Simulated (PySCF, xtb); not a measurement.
TiI₄, SMILES [I][Ti]([I])([I])[I], multiplicity 1.

Harmonic wavenumbers (cm⁻¹) from GFN2-xTB (xtb) at its own minimum, in rising order: 44, 44, 51, 51, 51, 154, 322, 323, 323.

Problem. What does PBE0-D3(BJ)/def2-SVP in PySCF give at its own minimum? (The exact figures need the calculation; the answer reports its results.)

Solution. 51, 51, 65, 65, 65, 168, 340, 340, 340. Paired by order, the mean absolute difference is 13 cm⁻¹ and the zero-point energies are 1.9 and 2.1 kcal/mol.
